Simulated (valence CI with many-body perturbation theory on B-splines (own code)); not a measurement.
In XXXVI: key properties

Computed by valence CI with perturbative core correlation (CI+MBPT): four valence electrons over a frozen Dirac-Fock core [Ne], a basis of 9 s, 9 p, 8 d, 6 f, 3 g, 1 h functions for each j, with the one-electron correlation potential Σ1, the two-electron term Σ2, the three-electron term Σ3, Breit, model QED; selected CI, second order for the rest (own B-spline code, finite nucleus).

The last digits are not significant, and no measured levels were compared; by estimate large intervals hold to a few tenths of a per cent, small ones and those within an open d or f shell to about a per cent.

Levels are named by their leading jj configuration (3d3/2^4 stands for four electrons in 3d with j = 3/2), which in mixed levels can hold well under half, so a name can repeat and another be missing.

Rates and lifetimes use the calculated energies. Strong lines usually hold to 10 to 20 %, long lifetimes can be off by a factor of two.

Problem. What is the ground level?

Solution. (3s^2 3p1/2^2) J=0, composition 74 % 3s2.3p2 3P + 24 % 3s2.3p2 1S.

Problem. What are the static dipole polarisabilities of the lowest levels?

Solution. (3s^2 3p1/2^2) J=0 0.0187; (3s^2 3p1/2 3p3/2) J=1 0.0206 (tensor 0.00092); (3s^2 3p1/2 3p3/2) J=2 0.0205 (tensor 0.0014) bohr³, of which the core gives 0.000293.

Problem. What is the ionisation energy?

Solution. 2315.5 eV; NIST lists 2317 ± 5 eV (semi-empirical).

Problem. Name the longest-lived excited levels whose lifetime is computed, and their main decay.

Solution. (3s^2 3p1/2 3p3/2) J=2 at 408990 cm⁻¹ lives 429 μs, mostly by E2 to (3s^2 3p1/2^2) J=0; (3s^2 3p3/2 3d5/2) J=4 at 1924900 cm⁻¹ lives 1.78 μs, mostly by M1 to (3s^2 3p1/2 3d5/2) J=3; (3s^2 3p1/2 3p3/2) J=1 at 363920 cm⁻¹ lives 1.54 μs, mostly by M1 to (3s^2 3p1/2^2) J=0.

Problem. How well does LS coupling describe the low levels?

Solution. Among the lowest 20 levels the leading LS term, summed over configurations, holds 62 % on average. For single configurations the figures are 56 % in LS and 78 % in jj coupling. Terms mix most in the J = 2 level at 1604500 cm⁻¹, where the leading one holds 30 %.
